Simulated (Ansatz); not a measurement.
Molecule: CBr, charge 0, multiplicity 2. SMILES: [C]Br
Geometry: optimised at B3LYP-D3(BJ)/def2-TZVP (Ansatz, a first-principles code).

Wanted: atomisation energy (electronic, to ground-state atoms), in kJ/mol. Correlated levels leave the core frozen unless marked. UHF or UKS for open shells. No spin-orbit coupling. The frozen core is the preceding noble-gas configuration, with the filled d and f shells of earlier blocks. Non-relativistic. The coupled-cluster limit lacks core correlation, which all-electron functionals hold. Basis-set limits of correlation are two-point, X^-3; Hartree-Fock from the larger set. [CCSD(T)-MP2]/basis is that difference in the basis named.

```
level                                                                 program  atomisation energy (kJ/mol)
-------------------------------------------------------------  --------------  ---------------------------
HF/6-31G*                                                              Ansatz                        148.7
RI-HF/aug-cc-pVQZ                                                      Ansatz                        159.9
RI-HF/cc-pVQZ                                                          Ansatz                        159.4
RI-HF/def2-QZVPP                                                       Ansatz                        159.2
BLYP-D3(BJ)/def2-TZVPD                                         Ansatz + dftd3                        373.5
BLYP/def2-TZVPD                                                        Ansatz                        367.5
PBE0-D3(BJ)/def2-TZVPD                                         Ansatz + dftd3                        362.7
HSE06/def2-TZVPD                                                       Ansatz                        361.9
wB97X-V/def2-TZVPD                                                     Ansatz                        341.5
B2GP-PLYP/def2-TZVPD                                                   Ansatz                        332.2
PBE-QIDH/def2-TZVPD                                                    Ansatz                        337.8
CCSD/aug-cc-pVQZ                                                       Ansatz                        312.8
CCSD/cc-pV5Z                                                           Ansatz                        314.2
CCSD(T)/def2-TZVPPD                                                    Ansatz                        325.9
RI-MP2/CBS(aug-cc-pVTZ,aug-cc-pVQZ)+[CCSD(T)-MP2]/aug-cc-pVDZ          Ansatz                        342.7
```

The Hartree-Fock reference is unstable (checked in the largest basis), which strains HF and MP2.
